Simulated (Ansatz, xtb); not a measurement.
Ranking isomers of CHBGe

4 gas-phase structures of CHBGe, found in a search over its isomers (lower ones may exist). Each was relaxed with GFN2-xTB:

A. `B=[C]=[Ge]`, a singlet
B. a singlet given by its coordinates
C. a triplet given by its coordinates
D. `B#[C][GeH]`, a singlet

B (Å):

```xyz
4

C    -0.7736   -0.5316    0.1135
B    -0.4155    0.7971    0.0320
Ge    0.5046    0.2114    1.6054
H    -1.2377   -1.4667   -0.1325
```

Close contacts (Å): C1–B2 1.38, C1–Ge3 2.10, B2–Ge3 1.91, C1–H4 1.07.

C (Å):

```xyz
4

C    -2.7192    0.2176   -1.5251
B    -2.9569    1.2110   -0.5898
Ge   -2.5674   -1.3052   -2.6697
H    -3.1819    2.0330    0.1779
```

Close contacts (Å): C1–B2 1.38, C1–Ge3 1.91, B2–H4 1.15.

Problem. Estimate their order in r2SCAN-D4/def2-SVP energy at these geometries, lowest first.

Solution. Calculated order at r2SCAN-D4/def2-SVP: A (0.0), B (69.0), C (203.4), D (446.6) kJ/mol.

Energies above the lowest of each column, in kJ/mol; the last columns are at B3LYP-D3(BJ)/def2-SVP geometries and were run for some of them only (a dash: not run or not comparable):

```tsv
structure	GFN2-xTB	HF/STO-3G	r2SCAN-D4/def2-SVP	B3LYP-D3(BJ)/def2-SVP	CCSD(T)/def2-TZVPP
A	0.0	0.0	0.0	0.0	0.0
B	125.5	82.5	69.0	78.9	55.7
C	–	136.3	203.4	215.2	231.0
D	267.4	546.0	446.6	–	–
```

Every level run on A puts it lowest or level with the lowest. Frequencies (B3LYP-D3(BJ)/def2-SVP) were run for A, B, C alone. GFN2-xTB has no spin polarisation and isn't compared across spin states. Open shells are spin-unrestricted. At the geometry of D a triplet lies below the singlet.

Programs: Ansatz 0.2.0, xtb 6.7.1.
